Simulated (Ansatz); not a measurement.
CH5SeSi can be A, `C[SiH][SeH]`•, or B, `C[Se][SiH2]`•.

Gas-phase electronic energies from Ansatz, PBE0-D4/def2-TZVP geometries. CBS: MP2 limit from def2 TZ/QZ plus the TZ coupled-cluster correction, frozen cores. Functionals use def2-TZVPP. Open shells (•) are unrestricted, without spin–orbit coupling. For Se outer-core shells are correlated without core-valence functions, which leaves a few kJ/mol of doubt a bond. Scalar relativity is left out up to krypton. One conformer a species, not always the lowest.

Which is lower in electronic energy at CCSD(T)/CBS, and by how much? (An estimate is asked.)

Ansatz gave: A, by 45.9 kJ/mol.

Give E(B) − E(A) in kJ/mol with CCSD/def2-TZVPP, HF/def2-TZVPP, BLYP-D4, ωB97M-V, PBE-D4, CCSD(T)/def2-SVP, MP2/def2-TZVPP. (Estimate.)

Ansatz gave: CCSD/def2-TZVPP 45.3, HF/def2-TZVPP 46.5, BLYP-D4 40.7, ωB97M-V 47.6, PBE-D4 44.1, CCSD(T)/def2-SVP 47.1, MP2/def2-TZVPP 45.4. None reverses the order clearly.

Does the order hold for the free energy at 298.15 K (harmonic terms from PBE0-D4)? (Best estimate.)

Ansatz gave: Yes: G(B) − G(A) = +46.9 kJ/mol, for one conformer each.

Largest T1 diagnostic: 0.014.

Leaving LDA and LC-ωPBE aside and taking each functional with its dispersion term where it has one, the values, not all of them listed here, spread over 9.0 kJ/mol, from BLYP-D4 to r2SCAN0-D4. LDA lies +4.0 kJ/mol from PBE without D4. From BLYP to BHLYP (50 % exact exchange), in def2-TZVPP and without D4, E(B) − E(A) moves by +5.1 kJ/mol.
